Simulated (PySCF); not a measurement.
Si(F)2(SiH3)2 (F₂H₆Si₃), SMILES F[Si](F)([SiH3])[SiH3]. Heavy atoms are numbered as in [F:1][Si:2]([F:3])([SiH3:4])[SiH3:5]. Hydrogens are named by the atom that carries them.

Geometry: TPSSh-D3(BJ)/def2-SVP.

All values below come from B3LYP/pcSseg-1 (PySCF).

GIAO shieldings, no solvent; atoms alike by connectivity are averaged. δ = σ(ref) − σ: ¹⁹F against CFCl3 (σ = 161.7 ppm); ²⁹Si against TMS (σ = 338.7 ppm); ¹H against TMS (σ = 31.68 ppm), references at their B3LYP-D3(BJ)/def2-TZVP geometries, non-relativistic.

```json
[
 {"atoms": "F1", "nucleus": "¹⁹F", "count": "2", "δ (ppm)": "-151.0"},
 {"atoms": "Si2", "nucleus": "²⁹Si", "count": "1", "δ (ppm)": "(withheld)"},
 {"atoms": "Si4 (SiH3)", "nucleus": "²⁹Si", "count": "2", "δ (ppm)": "-110.1"},
 {"atoms": "H on Si4", "nucleus": "¹H", "count": "6", "δ (ppm)": "(withheld)"}
]
```

Question: What belongs in the gaps? (An estimate is asked for; the answer gives what the named calculation found.)

Answer: 
- Si2, δ (ppm): 54.0
- H on Si4, δ (ppm): 3.60
